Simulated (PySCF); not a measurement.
C₄H₁₂Si₂, SMILES [SiH2]([SiH2]C)C(C)=C.

Coordinates come from a PBE0-D3(BJ)/def2-SVP optimisation. This is a generated structure with no PubChem entry under its InChIKey; it may be hypothetical. One conformer was computed; it need not be the lowest.

Calculation: TDA-ωB97X/def2-SVPD (PySCF).

Vertical excitations. The molecule is in vacuum.

Question: Estimate the UV-visible absorptions. (Estimate from the structure and the level; the computed values follow.)

Answer: 
```json
[
 {"state": "S1", "energy (eV)": "6.60", "λ (nm)": "188", "f": "0.114", "main pairs": "HOMO→LUMO 63 %, HOMO−1→LUMO 13 %"},
 {"state": "S2", "energy (eV)": "7.00", "λ (nm)": "177", "f": "0.024", "main pairs": "HOMO→LUMO+1 25 %, HOMO−2→LUMO 16 %, HOMO−1→LUMO 12 %, HOMO−1→LUMO+1 12 %"},
 {"state": "S3", "energy (eV)": "7.25", "λ (nm)": "171", "f": "0.418", "main pairs": "HOMO→LUMO+1 43 %, HOMO→LUMO 15 %, HOMO→LUMO+3 12 %"},
 {"state": "S4", "energy (eV)": "7.33", "λ (nm)": "169", "f": "0.138", "main pairs": "HOMO→LUMO+3 67 %"},
 {"state": "S5", "energy (eV)": "7.46", "λ (nm)": "166", "f": "0.019", "main pairs": "HOMO→LUMO+2 62 %"},
 {"state": "S6", "energy (eV)": "7.80", "λ (nm)": "159", "f": "0.010", "main pairs": "HOMO→LUMO+5 31 %, HOMO−1→LUMO+2 19 %, HOMO−1→LUMO 13 %, HOMO−1→LUMO+1 7 %"},
 {"state": "T1", "energy (eV)": "4.22", "λ (nm)": "294", "f": "0", "main pairs": "HOMO→LUMO 40 %, HOMO→LUMO+1 25 %, HOMO−1→LUMO 12 %, HOMO−1→LUMO+1 9 %"},
 {"state": "T2", "energy (eV)": "6.09", "λ (nm)": "204", "f": "0", "main pairs": "HOMO→LUMO 35 %, HOMO−1→LUMO 34 %, HOMO→LUMO+1 9 %"}
]
```
Triplets are in the Tamm–Dancoff approximation.
